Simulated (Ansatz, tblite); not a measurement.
Forces on PPAsAs tetrahedron (As₂P₂) at its r2SCAN-D4/def2-SVP geometry. Charge 0, multiplicity 1.

The xTB rows come from tblite.

GFN1-xTB (tblite), largest force 0.75 eV/Å:

```xyz
4
positions Å, forces eV/Å
P    -0.695    0.058    1.196    0.357   -0.056   -0.632
P    -0.204   -1.267   -0.519    0.092    0.660    0.294
As    1.431    0.204    0.252   -0.733   -0.095   -0.136
As   -0.533    1.004   -0.928    0.283   -0.509    0.474
```

GFN2-xTB (tblite), largest force 1.21 eV/Å:

```
P 0.562 -0.178 -1.055
P 0.100 1.068 0.557
As -0.970 -0.185 -0.135
As 0.308 -0.705 0.633
```

PBE-D4/def2-TZVP (Ansatz), largest force 0.23 eV/Å:

```
P -0.027 -0.068 0.000
P -0.043 -0.027 0.053
As 0.217 -0.027 0.083
As -0.147 0.121 -0.136
```
